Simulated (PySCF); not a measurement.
Geometry (Å), atoms numbered from 1 in this order:
```xyz
14

C    -0.778   -1.288    0.995
C    -0.500   -0.199    0.266
C    -0.870    1.183    0.712
C     0.254   -0.297   -1.044
B     1.756    0.011   -0.738
F     2.159    1.223   -0.393
F     2.686   -0.925   -0.758
H    -0.500   -2.290    0.656
H    -1.296   -1.208    1.954
H     0.020    1.830    0.770
H    -1.552    1.655   -0.016
H    -1.361    1.177    1.694
H     0.159   -1.302   -1.478
H    -0.143    0.435   -1.767
```

Geometry: PBE0-D3(BJ)/def2-SVP; GIAO shifts from PySCF 2.14, gas phase, non-relativistic, averaged over equivalent atoms.

At PBE0/pcSseg-1 (154 basis functions, 15 s wall time on 1 thread of an Arm Neoverse V1, shared host):
| atoms | δ (ppm) |
| --- | --- |
| C2 | 147.0 |
| C1 | 121.2 |
| C3 | 26.1 |
| C4 | 25.6 |
| B5 | 26.5 |
| F6/F7 | -67.9 |
| H9 | 5.20 |
| H8 | 5.13 |
| H10/H11/H12 | 1.92 |
| H13/H14 | 1.75 |

References, each an isolated molecule treated in the same way: 13C (σref 184.41), 1H (σref 31.27) vs TMS; 11B (σref 100.73) vs BF3·OEt2; 19F (σref 177.25) against CFCl3.

Predict the values at KT3/pcSseg-2 on the same geometry.

Answers


| atoms | δ at KT3/pcSseg-2 | change |
| --- | --- | --- |
| C2 | 142.2 | -4.8 |
| C1 | 112.0 | -9.2 |
| C3 | 26.4 | +0.3 |
| C4 | 26.1 | +0.5 |
| B5 | 22.8 | -3.7 |
| F6/F7 | -102.6 | -34.7 |
| H9 | 4.96 | -0.24 |
| H8 | 4.92 | -0.21 |
| H10/H11/H12 | 1.97 | +0.05 |
| H13/H14 | 1.96 | +0.21 |

Referencing at the same level of theory: 13C (σ = 181.31 ppm), 1H (σ = 31.35 ppm) against TMS; BF3·OEt2 for 11B (σ = 98.64 ppm); 19F (σ = 146.91 ppm) vs CFCl3.

The largest change is at F6/F7 (fluorine bonded to B). Cost: 350 basis functions, 86 s wall time on 1 thread of an Arm Neoverse V1, shared host. The order of the carbon signals is the same at both levels.

A carbon bonded to boron is broadened by the quadrupolar boron nucleus and is often missing from a measured spectrum. Unscaled 19F shifts against computed CFCl3 carry errors that often reach 10 to 50 ppm.
